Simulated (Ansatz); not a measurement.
Total energies of C3H6AlI, SMILES `C=C(I)[CH2][AlH2]`.

```xyz
11

C    -1.323    0.773   -1.298
C    -0.654    0.488   -0.194
I     0.382    2.082    0.808
C    -0.303   -0.783    0.455
Al    1.667   -0.558    0.763
H    -1.401    1.768   -1.712
H    -1.822   -0.037   -1.823
H    -0.758   -0.848    1.450
H    -0.639   -1.631   -0.148
H     2.253   -0.821    2.215
H     2.598   -0.433   -0.516
```

Charge 0, multiplicity 1. Correlated methods include outer-core shells of I, which these sets cover unevenly. I: def2 effective core potential. Geometry: relaxed with PBE0-D4/def2-TZVP. It is one conformer, not always the lowest. Basis def2-TZVPP, Ansatz 0.2.0.

RPA on PBE orbitals: Hartree–Fock energy of these orbitals -655.62562 Eh, correlation -1.61736 Eh (frozen core).

```csv
functional,energy without D4 (Eh),D4 term (kJ/mol)
LDA (SPW92),-655.50015,–
PBE,-657.76758,-30.3
revPBE,-658.03430,-82.3
BLYP,-657.96511,-65.3
r2SCAN,-658.09774,-7.1
B97M-V,-658.01973,–
PBE0,-657.83180,-25.8
B3LYP,-658.20415,-49.4
r2SCANh,-658.07994,-7.7
r2SCAN0,-658.05440,-8.6
HSE06 (plane-wave form),-657.81702,-24.4
BHLYP,-657.95341,-41.9
CAM-B3LYP,-658.01494,-26.7
LC-ωPBE,-657.94867,–
ωB97X-V,-657.99446,–
ωB97M-V,-657.98404,–
B2PLYP,-657.68491,–
PBE-QIDH,-657.57327,–
```

B3LYP takes the VWN-RPA correlation (the form of Gaussian; ORCA's B3LYP/G). HSE06 is the plane-wave form, built on full-range PBE exchange. The double hybrids freeze the cores in their second-order part.

LC-ωPBE has ω = 0.4 bohr⁻¹.
